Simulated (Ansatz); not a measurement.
System: C2H8BO2 (charge +1, singlet). It need not be the lowest isomer of its formula. 
Geometry from a B3LYP-D3(BJ)/def2-TZVP (Ansatz, an electronic-structure program) optimisation:
SMILES: [OH+](BOC)C
```xyz
13

B      0.0386     0.3316     0.8018
O      0.8381    -0.1477    -0.3436
C      2.3318    -0.1877    -0.4165
O     -1.2615     0.3086     0.7256
C     -2.1242    -0.1293    -0.3462
H      0.6943     0.7020     1.7071
H      2.6273     0.4466    -1.2457
H      2.6163    -1.2257    -0.5535
H      2.6761     0.2033     0.5336
H     -1.9625    -1.1891    -0.5467
H     -3.1438     0.0183    -0.0057
H     -1.9516     0.4768    -1.2362
H      0.3925    -0.4753    -1.1421
```
Charge +1, spin multiplicity 1.

Parts of the frozen-core correlation energy in 6-31G (Ansatz, hartree). Frozen orbitals: 5; correlated occupied orbitals by spin: 15 and 15; virtual: 41 and 41. Spin-orbit coupling is left out. Non-relativistic.

```
term                            value
-------------------------  ----------
reference (HF)             -254.50290
MP2 opposite-spin            -0.36216
MP2 same-spin                     ___
CCSD correlation                  ___
(T)                               ___
T1 diagnostic                   0.014
largest doubles amplitude       0.036
```

Question: Fill in the missing entries.

Answer: 
- MP2 same-spin, value: -0.10623
- CCSD correlation, value: -0.50996
- (T), value: -0.01087
